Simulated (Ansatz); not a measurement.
Isolated molecules relaxed with PBE0-D4/def2-TZVP in Ansatz; ΔE leaves out vibrations. CCSD(T)/CBS adds triple-zeta CCSD(T) − MP2 to the extrapolated MP2 energy (def2 sets, frozen cores). Functionals use def2-TZVPP. B3LYP here is the variant with VWN-RPA as its local correlation; programs differ in this. def2 core potentials past Kr. For Sn outer-core shells are correlated without core-valence functions, which leaves a few kJ/mol of doubt a bond. Each species was taken in one conformer, which may not be the lowest.

`[SnH3][CH]1C[SiH2]1` + `NCF` → `FC[NH][SnH3]` + `C1C[SiH2]1`  (ligand exchange at the Sn–C bond)

| level | ΔE (kJ/mol) |
| --- | --- |
| PBE-D4 | 0.8 |
| ωB97X-V | -3.2 |
| ωB97M-V | -1.2 |
| PBE | -1.3 |
| B3LYP | -6.4 |
| MP2/def2-TZVPP | 6.1 |
| CCSD/def2-TZVPP | 1.1 |
| CCSD(T)/def2-TZVPP | 2.1 |

(1) What does CCSD(T)/CBS give? (An estimate is asked.)

Largest T1 diagnostic among the species: 0.013.

## Answers

(1) Ansatz gave: +2.8 kJ/mol. The listed levels differ from it by -2.0, -6.0, -4.0, -4.1, -9.2, 3.3, -1.7, -0.7 kJ/mol.

The D4 term adds +3.5 kJ/mol with B3LYP and +2.0 kJ/mol with PBE0; it sums over pairs of atoms, weighted by their polarisabilities, and B3LYP, whose exchange is more repulsive, gets the larger term. In def2-TZVPP, CCSD(T) changes the Hartree–Fock value by +8.5 kJ/mol (the triples alone add +1.0 kJ/mol) and MP2 by +12.5 kJ/mol.
